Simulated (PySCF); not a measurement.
Geometries of 2 isomers of C5H2F3NS, from PySCF 2.14.0, PBE0-D3(BJ)/def2-SVP geometry optimisation, gas phase. One conformer each, no zero-point energy, no frequencies.

Problem. Which is lower in electronic energy at this level?
A.
```xyz
12
angstrom
F     -3.460   -0.140    0.181
C     -2.229    0.292    0.099
F     -2.164    1.589    0.015
C     -1.172   -0.533    0.101
F     -1.417   -1.845    0.191
C      0.233   -0.176    0.003
C      1.239   -1.116   -0.040
S      2.754   -0.328   -0.162
C      1.934    1.195   -0.144
N      0.644    1.127   -0.056
H      1.146   -2.199   -0.010
H      2.494    2.132   -0.203
```
B.
```xyz
12
angstrom
F      3.297   -0.283    0.305
C      2.026   -0.514    0.123
F      1.796   -1.735   -0.296
C      1.060    0.388    0.340
F      1.438    1.596    0.768
C     -0.368    0.207    0.157
C     -1.061   -0.970   -0.281
N     -2.364   -0.880   -0.367
S     -2.851    0.636    0.079
C     -1.281    1.212    0.402
H     -0.579   -1.914   -0.543
H     -1.073    2.224    0.747
```

Solution. A. That is `FC(F)=C(F)c1cscn1`, 5.8 kcal/mol below the other.

```json
{"SMILES": "FC(F)=C(F)c1cscn1", "atoms numbered as above": "[F:1][C:2]([F:3])=[C:4]([F:5])[c:6]1[cH:7][s:8][cH:9][n:10]1", "E (Eh)": "-942.93086", "relative (kcal/mol)": "0.0", "relative (kJ/mol)": "0.0", "dipole (D)": "2.17"}
{"SMILES": "FC(F)=C(F)c1cnsc1", "atoms numbered as above": "[F:1][C:2]([F:3])=[C:4]([F:5])[c:6]1[cH:7][n:8][s:9][cH:10]1", "E (Eh)": "-942.92156", "relative (kcal/mol)": "5.8", "relative (kJ/mol)": "24.4", "dipole (D)": "1.11"}
```
